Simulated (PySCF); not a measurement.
A calculated (UHF, PySCF 2.14, x2c-SVPall, scalar relativity by spin-free X2C-1e) atom or ion has these occupied shells.

```tsv
shell	electrons	orbital energy (eV)	rms radius, mean of both spins (bohr)
1s	2	-26840.6	0.0349
2s	2	-4071.0	0.142
2p	6	-3648.5	0.127
3s	2	-796.90	0.381
3p	6	-654.24	0.383
3d	10	-430.73	0.363
4s	2	-129.12	0.941
4p	6	-84.809	1.04
4d	10	-19.664	1.39
5s	2	-7.649	3.32
```

(1) Name the element and its charge.

## Answers

(1) Cd (cadmium, neutral), in [Kr] 4d10 5s2, closed-shell 1S.
